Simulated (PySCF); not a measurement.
Excitation energies in several basis sets

Compound: BClH5PSi.
InChI=1S/BClH5PSi/c2-1-3-4/h1,3H,4H3

TDDFT with PBE0 (PySCF), vertical singlets, core orbitals frozen in the response, spherical d and f functions. Isolated species at its PBE0-D3(BJ)/def2-SVP geometry (one conformer only).

| basis | functions | diffuse | S1 (eV) | S2 (eV) | S3 (eV) | S4 (eV) | S5 (eV) | LUMO (eV) | α (au) |
| --- | --- | --- | --- | --- | --- | --- | --- | --- | --- |
| 6-31G* | 78 | no | 4.67 | 5.46 | 6.49 | 6.60 | 6.77 | -1.68 | 71.0 |
| def2-SVP | 93 | no | 4.65 | 5.45 | 6.48 | 6.67 | 6.83 | -1.69 | 72.0 |
| 6-31+G* | 94 | yes | 4.61 | 5.39 | 6.29 | 6.39 | 6.47 | -1.84 | 78.4 |
| def2-SVPD | 135 | yes | 4.55 | 5.33 | 6.31 | 6.38 | 6.44 | -1.88 | 87.0 |
| aug-cc-pVDZ | 149 | yes | 4.55 | 5.34 | 6.24 | 6.26 | 6.36 | -1.85 | 88.1 |
| def2-TZVP | 172 | no | 4.54 | 5.32 | 6.30 | 6.35 | 6.48 | -1.84 | 82.3 |
| def2-TZVPD | 214 | yes | 4.51 | 5.29 | 6.21 | 6.23 | 6.33 | -1.89 | 88.4 |

Task: How much do these states and the polarisability depend on the basis?

Result: States are compared by their number. Against the largest diffuse basis here (def2-TZVPD, itself not a converged limit), sets without diffuse functions differ by up to 0.16 eV in S1 and 0.50 eV in S5; the smaller diffuse sets differ by up to 0.10 and 0.15 eV. State by state, the largest deviation of a set without diffuse functions is S1 0.16, S2 0.18, S3 0.28, S4 0.43, S5 0.50 eV. The same number needn't mean the same state in each row. Against def2-TZVPD the polarisability deviates by -20% in 6-31G*, -19% in def2-SVP, -11% in 6-31+G*, -2% in def2-SVPD, 0% in aug-cc-pVDZ, -7% in def2-TZVP. A single + in a Pople set puts diffuse functions on heavy atoms only.
